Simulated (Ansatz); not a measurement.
`N=C=[CH][GaH][SiH3]` → `N=C=[CH][GaH2]` + `[SiH2]` at 700 K and 1 bar (silylene loss).

Computed with Ansatz on PBE0-D4/def2-TZVP structures; ΔE is electronic, products minus reactants. CCSD(T)/CBS adds triple-zeta CCSD(T) − MP2 to the extrapolated MP2 energy (def2 sets, frozen cores). This one scheme is used for every species. For Ga outer-core shells are correlated without core-valence functions, which leaves a few kJ/mol of doubt a bond. Scalar relativity is left out up to krypton. Each species was taken in one conformer, which may not be the lowest.

| species | CCSD(T)/CBS energy (Eh) | H − E (kJ/mol) | S (J/(mol·K)) |
| --- | --- | --- | --- |
| `N=C=[CH][GaH][SiH3]` | -2347.38021 | 263.4 | 526.9 |
| `N=C=[CH][GaH2]` | -2057.09147 | 189.9 | 410.6 |
| `[SiH2]` | -290.19011 | 56.3 | 240.4 |

H − E and S are ideal-gas, rigid-rotor, harmonic terms from PBE0-D4/def2-TZVP, for one conformer and one mirror image of each species. 1 Eh = 2625.50 kJ/mol, R = 8.31446 J/(mol·K).

**Question.** By hand: ΔE, ΔH, ΔS and ΔG.

**Answer.** ΔE = (-2057.09147) + (-290.19011) − (-2347.38021) = 0.09863 Eh = 259.0 kJ/mol. Δ(H − E) = 189.9 + 56.3 − 263.4 = -17.2, so ΔH = 241.8 kJ/mol. ΔS = 410.6 + 240.4 − 526.9 = 124.1 J/(mol·K). ΔG = 241.8 − 700 × (124.1)/1000 = 154.9 kJ/mol.

**Question.** By hand: the equilibrium constant, and the temperature at which ΔG would vanish if ΔH and ΔS stayed fixed.

**Answer.** log₁₀ K = −ΔG/(RT ln 10) = -11.6. ΔG = 0 at ΔH/ΔS = 1948 K.

The number of gas molecules changes by +1, which sets the sign of ΔS. A doubt of 5 kJ/mol in ΔE shifts log₁₀ K by 0.4 here. Other conformers and mirror images would add mixing entropy, several J/(mol·K) or more a flexible species. Modes under 60 cm⁻¹, often nearly free rotors, make the harmonic entropy too high. These are equilibria of isolated gas molecules and say nothing of rates. Largest T1 diagnostic: 0.015 (customary marks: 0.02 for closed shells, 0.045 for open ones).
